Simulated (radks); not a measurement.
The numbers below are computed, except where a source is named.
Valence configurations of V IV (all share [Ar]). Code: a radial shooting solver on a logarithmic mesh with Libxc functionals. Model: non-relativistic Kohn-Sham, PBE, spin-polarised, spherical densities, point nucleus; open shells are filled with parallel spins first. Energies are relative to 3d2; eigenvalues in eV for spin up.

valence      E (eV)  moment (Bohr magnetons)    e(3d)    e(4p)    e(4s)
3d2           0.000                        2  -38.072        -        -
3d1 4s1      11.834                        2  -44.587        -  -30.929
3d1 4p1      17.990                        2  -45.471  -25.269        -
4p2          40.552                        2        -  -28.120        -
4s2          28.657                        0        -        -  -32.821
4s1 4p1      34.003                        2        -  -27.699  -34.256
3d1.5 4p0.5   8.444                        2  -41.729  -23.735        -

NIST lists [Ar] 3d2 as the ground configuration; this level of theory agrees among the configurations tried. The energies are those of spherical high-spin densities, not of single terms.
